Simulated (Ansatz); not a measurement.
`F[Si](Cl)(Cl)Cl` + H₂O → `O[Si](F)(Cl)Cl` + HCl at 298.15 K and 1 bar (formal hydrolysis of the Si–Cl bond).

Computed with Ansatz on PBE0-D4/def2-TZVP structures; ΔE is electronic, products minus reactants. CCSD(T)/CBS is the MP2 limit (def2-TZVPP, def2-QZVPP) plus CCSD(T) − MP2 in def2-TZVPP, frozen cores. This one scheme is used for every species. Each species was taken in one conformer, which may not be the lowest.

| species | CCSD(T)/CBS energy (Eh) | H − E (kJ/mol) | S (J/(mol·K)) |
| --- | --- | --- | --- |
| `F[Si](Cl)(Cl)Cl` | -1768.43208 | 41.1 | 331.5 |
| H₂O | -76.37941 | 66.4 | 188.7 |
| `O[Si](F)(Cl)Cl` | -1384.43664 | 74.5 | 340.5 |
| HCl | -460.38127 | 26.6 | 186.8 |

H − E and S are ideal-gas, rigid-rotor, harmonic terms from PBE0-D4/def2-TZVP, for one conformer and one mirror image of each species. 1 Eh = 2625.50 kJ/mol, R = 8.31446 J/(mol·K).

**Question.** By hand: ΔE, ΔH, ΔS and ΔG.

**Answer.** ΔE = (-1384.43664) + (-460.38127) − (-1768.43208) − (-76.37941) = -0.00642 Eh = -16.9 kJ/mol. Δ(H − E) = 74.5 + 26.6 − 41.1 − 66.4 = -6.4, so ΔH = -23.3 kJ/mol. ΔS = 340.5 + 186.8 − 331.5 − 188.7 = 7.1 J/(mol·K). ΔG = -23.3 − 298.15 × (7.1)/1000 = -25.4 kJ/mol.

**Question.** By hand: the equilibrium constant, and the temperature at which ΔG would vanish if ΔH and ΔS stayed fixed.

**Answer.** log₁₀ K = −ΔG/(RT ln 10) = 4.4. ΔH and −TΔS have one sign here, so there is no such temperature.

The number of gas molecules stays the same, so ΔS is small and ΔH decides. A doubt of 5 kJ/mol in ΔE shifts log₁₀ K by 0.9 here. Other conformers and mirror images would add mixing entropy, several J/(mol·K) or more a flexible species. These are equilibria of isolated gas molecules and say nothing of rates. Largest T1 diagnostic: 0.010 (customary marks: 0.02 for closed shells, 0.045 for open ones).

ΔS is within the doubt of such terms, so its sign, and with it that verdict, could turn.
